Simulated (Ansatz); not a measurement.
The Ansatz (an electronic-structure program) input:
Ansatz 0.2 input:
```yaml
crystal:
  periodic: [false, false, false]
  atoms:
    - {symbol: Si, position_ang: [-0.00666824, -0.00277970, 0.12275926]}
    - {symbol: H, position_ang: [0.04778718, 1.13172388, -0.83406892]}
    - {symbol: H, position_ang: [0.04556812, -1.09280805, -0.88456070]}
basis:
  gaussian:
    orbitals: aug-cc-pVDZ
hamiltonian:
  xc: hf
```

Predict the number of basis functions from HF/aug-cc-pVDZ (Ansatz).

45

Predict the total energy from HF/aug-cc-pVDZ.

-290.0181 Eh
